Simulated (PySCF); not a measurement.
# Computed records: CH7GeNSi

All values are calculated (PySCF 2.14.0). Calculation on a computer-drawn molecule: the log of a Hartree-Fock and frozen-core CCSD(T) single point meant for a local Hartree-Fock minimum, with one planted fault or none, to be diagnosed. Offsets are logged minus clean, where the clean run is the same molecule without the fault. The reference is restricted for singlets and unrestricted otherwise, and also for a bond in bohr or an excited solution. Adding or removing an electron swaps singlet and doublet. The excited solution moves the top pair (singlet) or top alpha electron (doublet) to the lowest empty orbital. Highest occupied and lowest empty are orbital energies over both spins, largest force is the largest gradient component, triples share is (T) over the correlation energy, the T1 limit is 0.02 restricted and 0.045 unrestricted, electrons count all cores, a negative frequency is imaginary (commonest isotopes), and the dipole is about the centre of nuclear charge; on germanium a core potential holds 10 electrons, which the energies leave out, and 3d is frozen in MP2 and coupled-cluster steps.

```json
{"formula": "CH7GeNSi", "logged_structure": {"atoms_angstrom": [["N", -0.9862, -2.4496, 0.0308], ["C", -0.0523, -1.7045, -0.4867], ["Si", -0.3195, 0.1903, -0.4606], ["Ge", 1.5194, -2.4805, -1.5174], ["H", -1.8588, -2.0921, 0.3739], ["H", -0.8674, -3.4454, 0.088], ["H", -1.7788, 0.4616, -0.4161], ["H", 0.2881, 0.7913, -1.6571], ["H", 0.3065, 0.6912, 0.7793], ["H", 2.5402, -1.4434, -0.9139], ["H", 1.7424, -3.6789, -0.5112]]}, "given": {"meant_charge": 0, "meant_multiplicity": 1, "meant_basis": "cc-pV(D+d)Z", "meant_basis_and_core_potential_on_germanium": "cc-pVDZ-PP ECP10MDF", "logged_electrons": 66, "logged_basis_functions": 109, "logged_SCF_converged": "yes", "logged_spin_squared": 2.0183, "logged_highest_occupied [eV]": -6.509, "logged_lowest_empty [eV]": 0.077233, "logged_largest_force [hartree/bohr]": 0.081872, "logged_T1_diagnostic": 0.017171, "logged_D1_diagnostic": 0.073025, "logged_triples_share": 0.028455, "logged_CC_converged": "yes", "logged_dipole_magnitude [debye]": 1.9208, "logged_SCF_stable_within_its_kind": "yes", "logged_energy_HF [hartree]": -678.59111, "logged_energy_CCSD(T) [hartree]": -679.14428, "possible_faults": "no fault, one electron removed, one electron added, multiplicity raised by two, geometry at a saddle point, SCF held on an excited solution, minimal basis STO-3G, one bond length entered in bohr, all coordinates scaled", "drawn_bonds_atom": [1, 2, 2, 1, 1, 3, 3, 3, 4, 4], "drawn_bonds_other_atom": [2, 3, 4, 5, 6, 7, 8, 9, 10, 11], "drawn_bonds_order": [1, 1, 2, 1, 1, 1, 1, 1, 1, 1]}, "results": {}}
```

Q: Which fault was planted in the run of CH7GeNSi?
A: multiplicity raised by two

Further results for CH7GeNSi:

| Item | Value |
| --- | --- |
| HF energy offset from clean run | 30.1 kcal/mol |
| CCSD(T) energy offset from clean run | 45.74 kcal/mol |
